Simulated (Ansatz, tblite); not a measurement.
Cost and result up the ladder for cyclo-(H2SiCH2)2 (C2H8Si2) (12 atoms). Charge 0, multiplicity 1. Geometry: PBE-D4/def2-SVP.

```xyz
12

Si    0.110   -0.665    1.149
H     1.390   -1.215    1.724
H    -1.022   -0.992    2.088
C    -0.212   -1.190   -0.668
Si   -0.109    0.665   -1.149
H    -1.386    1.216   -1.729
H     1.027    0.989   -2.086
C     0.210    1.190    0.668
H    -1.196   -1.667   -0.850
H     0.570   -1.835   -1.116
H     1.192    1.670    0.853
H    -0.575    1.833    1.115
```

Ansatz on 4 threads of Intel Xeon on a shared host; xTB runs through tblite on one thread. Times are rough, summed over both states, and most runs start from the orbitals of an earlier one. PBE0-D4/def2-TZVP serves as the yardstick here, not as an exact answer. The other state is a doublet.

The xTB rows come from tblite.

Raw xTB energies of ions are shifted by several eV.

```csv
level,functions,wall time,vertical IE (eV),difference from PBE0-D4/def2-TZVP (eV)
GFN2-xTB,34,0.025 s,12.87,3.31
GFN1-xTB,42,0.033 s,13.95,4.39
PBE-D4/def2-TZVP,184,6.6 s,9.28,-0.29
PBE0-D4/def2-TZVP,184,10 s,9.56,0.00
r2SCAN-D4/def2-TZVP (with forces),184,13 s,9.37,-0.19
```
